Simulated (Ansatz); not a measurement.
Ansatz (a program for electronic structure) input (BLYP/6-31G*):

Ansatz 0.2 input:
```yaml
crystal:
  periodic: [false, false, false]
  atoms:
    - {symbol: C, position_ang: [-1.64281214, 0.27827194, 0.02193341]}
    - {symbol: C, position_ang: [-1.25803757, -1.14795589, -0.20674132]}
    - {symbol: C, position_ang: [0.26495727, -1.07834323, -0.42092713]}
    - {symbol: C, position_ang: [0.70659956, 0.14050599, 0.39810870]}
    - {symbol: C, position_ang: [-0.44134390, 1.14476656, 0.19080129]}
    - {symbol: N, position_ang: [1.99447967, 0.66878352, -0.04479312]}
    - {symbol: H, position_ang: [-2.66210076, 0.63590376, 0.05160505]}
    - {symbol: H, position_ang: [-1.50072546, -1.77233893, 0.66638670]}
    - {symbol: H, position_ang: [-1.78113393, -1.60636623, -1.05209945]}
    - {symbol: H, position_ang: [0.49143630, -0.88127229, -1.47177482]}
    - {symbol: H, position_ang: [0.78356478, -1.99372552, -0.13041011]}
    - {symbol: H, position_ang: [0.71096698, -0.14820615, 1.46099237]}
    - {symbol: H, position_ang: [-0.53172524, 1.86313293, 1.01261986]}
    - {symbol: H, position_ang: [-0.22849314, 1.73408207, -0.71476832]}
    - {symbol: H, position_ang: [2.25337628, 1.48283679, 0.50165166]}
    - {symbol: H, position_ang: [2.72729696, -0.01900308, 0.09029911]}
basis:
  gaussian:
    orbitals: 6-31G*
hamiltonian:
  xc: {name: BLYP}
magnetization: {spin_polarized: true, initial_magnetization: 1}
output: {forces: true}
```

Output:

```
Functional definition: BLYP
integrals: 0.06 GiB planned
1451 factors; their error is unknown
mean field: 0.44 GiB planned
mean field evaluation 1: about -6817.8746 eV, gradient 5.6e1 eV
mean field evaluation 2: about -6794.4886 eV, gradient 8.8e1 eV
mean field evaluation 4: about -6832.4662 eV, gradient 3.7e0 eV
mean field evaluation 8: about -6832.5349 eV, gradient 9.7e-2 eV
mean field evaluation 16: about -6832.4188 eV, gradient 2.5e-4 eV
mean field -6832.41882670 eV, -251.0867607013 hartree, gradient 7.3e-6 eV, S^2 0.753180; 0 other end points of the search recorded, 0 dependent functions left out
the calculation of the forces begins
reference -6832.41912106 eV, -251.0867715190 hartree; 24, 23 occupied and 86, 87 virtual orbitals, 1451 factors
Total energy: -6832.41912106 eV, -251.0867715190 hartree
Atom 0 at    -1.642812     0.278272     0.021933 Å, force    -0.071784     0.015316     0.005562 eV/Å
Atom 1 at    -1.258038    -1.147956    -0.206741 Å, force    -0.101998    -0.009944    -0.019051 eV/Å
Atom 2 at     0.264957    -1.078343    -0.420927 Å, force     0.034710    -0.115382    -0.034279 eV/Å
Atom 3 at     0.706600     0.140506     0.398109 Å, force     0.191423     0.030907     0.115013 eV/Å
Atom 4 at    -0.441344     1.144767     0.190801 Å, force    -0.106617     0.086073     0.035703 eV/Å
Atom 5 at     1.994480     0.668784    -0.044793 Å, force    -0.100466     0.177743    -0.745244 eV/Å
Atom 6 at    -2.662101     0.635904     0.051605 Å, force    -0.399383     0.142145     0.011448 eV/Å
Atom 7 at    -1.500725    -1.772339     0.666387 Å, force    -0.110786    -0.281760     0.311310 eV/Å
Atom 8 at    -1.781134    -1.606366    -1.052099 Å, force    -0.213866    -0.222712    -0.309847 eV/Å
Atom 9 at     0.491436    -0.881272    -1.471775 Å, force     0.093987     0.058567    -0.371061 eV/Å
Atom 10 at     0.783565    -1.993726    -0.130410 Å, force     0.201872    -0.356451     0.081548 eV/Å
Atom 11 at     0.710967    -0.148206     1.460992 Å, force    -0.060009    -0.136319     0.437218 eV/Å
Atom 12 at    -0.531725     1.863133     1.012620 Å, force    -0.023987     0.318856     0.295790 eV/Å
Atom 13 at    -0.228493     1.734082    -0.714768 Å, force     0.103729     0.255615    -0.321825 eV/Å
Atom 14 at     2.253376     1.482837     0.501652 Å, force     0.157014     0.412662     0.362735 eV/Å
Atom 15 at     2.727297    -0.019003     0.090299 Å, force     0.406161    -0.375316     0.144979 eV/Å
Dipole moment:     0.093794    -0.056329     0.243732 e Å
```

The geometry given is a B3LYP-D3(BJ)/def2-TZVP minimum.
